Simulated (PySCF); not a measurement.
# Structure from NMR data

The spectra below were simulated for a compound C4H11NSi.

¹H NMR (400 MHz, computed): δ 6.29 (m, 1H), 4.75 (s, 3H), 4.04 (m, 1H), 3.98 (m, 1H), 3.26 (q, 2H), 1.16 (t, 3H).

¹³C{¹H} NMR (computed): δ 145.4 (CH), 85.6 (CH2), 43.8 (CH2), 12.6 (CH3).

In vacuum, rapidly exchanging positions averaged, non-relativistic, one computed conformer. GIAO PBE0/pcSseg-1 shieldings; geometry: GFN2-xTB; PySCF 2.14.

Chemical shifts δ = σref − σ; ¹H (31.72 ppm), ¹³C (186.93 ppm) vs TMS, all at this level.

**Question.** Propose a structure and justify it.

**Answer.** 
- The formula gives 1 degree of unsaturation (no ring in the answer).
- 4 carbon signals for 4 carbons: no two carbons are equivalent.
- Carbon types of the structure: 1 × CH, 2 × CH2, 1 × CH3, leaving 3 H on heteroatoms.
- δC 145.4: alkene carbon bearing nitrogen; an sp2 carbon further deshielded by the attached heteroatom.
- δC 85.6: β carbon of an enol-ether or enamine type C=C; the O or N lone pair pushes π density onto this β carbon and shields it.
- δC 43.8: sp3 CH2 bonded to N; the inductive effect lowers its shielding.
- δC 12.6: methyl carbon; a saturated carbon with 1 carbon neighbour and no heteroatom attached.
- δH 6.29: hydrogen on an alkene carbon bearing nitrogen; a vinylic proton, deshielded by the sp2 carbon and the C=C anisotropy.
- δH 4.04, 3.98: hydrogen on a β carbon of an enol-ether or enamine type C=C; lone-pair donation from O or N shields it, upfield of ordinary alkene protons.
- δH 3.26: hydrogen on an sp3 CH2 bonded to N; its carbon carries N, hence the downfield position.

The compound is `[SiH3]N(C=C)CC`.

This is the structure that produced the data.

Shifts are as computed. Against solution values, carbons near 30 ppm lie about +3 ppm off and those near 130 ppm about +5 ppm. Of 1211 compounds with measured shifts, 218 miss one by over three times the rms of a fit or turn the order of signals round; such compounds aren't used in these exercises. No couplings were computed; multiplicities are counted from neighbouring protons, with m where these are inequivalent, close in shift, in a saturated or five-membered ring or joined by F or P, and br s for small geminal =CH2 splittings.
